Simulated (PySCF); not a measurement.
Isomers of C6H6O2S, one GFN2-xTB conformer each. Single-point energies are computed at PBE0/pcSseg-1 (PySCF, gas phase, no added dispersion term), electronic only.

| SMILES | GFN2-xTB relative energy (kcal/mol) |
| --- | --- |
| COC(=O)c1ccsc1 | 0.2 |
| c1scc2c1OCCO2 | 0.7 |
| COC(=O)c1cccs1 | 0.0 |

Conformers: `[CH3:1][O:2][C:3](=[O:4])[c:5]1[cH:6][cH:7][s:8][cH:9]1` with C1–O2–C3–O4 0°, O2–C3–C5–C6 0°; `[cH:1]1[s:2][cH:3][c:4]2[c:5]1[O:6][CH2:7][CH2:8][O:9]2` with C4–C5–O6–C7 15°, C5–O6–C7–C8 -45°, O6–C7–C8–O9 64°, C7–C8–O9–C4 -46°; `[CH3:1][O:2][C:3](=[O:4])[c:5]1[cH:6][cH:7][cH:8][s:9]1` with C1–O2–C3–O4 1°, O2–C3–C5–C6 180°.

Question: What does PBE0/pcSseg-1 give for the same structures?

Answer: 
```json
{"SMILES": "COC(=O)c1ccsc1", "PBE0/pcSseg-1 E (Eh)": "-780.26001", "PBE0/pcSseg-1 (kcal/mol)": "0.0", "GFN2-xTB (kcal/mol)": "0.2", "point group": "Cs"}
{"SMILES": "COC(=O)c1cccs1", "PBE0/pcSseg-1 E (Eh)": "-780.25937", "PBE0/pcSseg-1 (kcal/mol)": "0.4", "GFN2-xTB (kcal/mol)": "0.0", "point group": "–"}
{"SMILES": "c1scc2c1OCCO2", "PBE0/pcSseg-1 E (Eh)": "-780.21822", "PBE0/pcSseg-1 (kcal/mol)": "26.2", "GFN2-xTB (kcal/mol)": "0.7", "point group": "C2"}
```

GFN2-xTB puts COC(=O)c1cccs1 lowest instead; measured from each level's own lowest isomer, the values differ by up to 25.5 kcal/mol (c1scc2c1OCCO2: 0.7 against 26.2). As drawn, the lowest has a C=O bond and a C(=O)–O unit, which the highest lacks. Neighbours under 2.5 kcal/mol apart (COC(=O)c1ccsc1 and COC(=O)c1cccs1) can change places with a better method, another conformer or zero-point energy.

Question: Which frontier levels, dipoles and rotational constants go with these structures?

Answer: 
```tsv
SMILES	HOMO (eV, PBE0/pcSseg-1)	LUMO (eV)	dipole (D)	A, B, C (MHz)
COC(=O)c1ccsc1	-7.28	-1.23	2.01	4194, 797.3, 672.8
COC(=O)c1cccs1	-7.27	-1.56	1.75	3321, 987.1, 764.6
c1scc2c1OCCO2	-6.37	-0.23	2.04	3402, 1154, 883.7
```
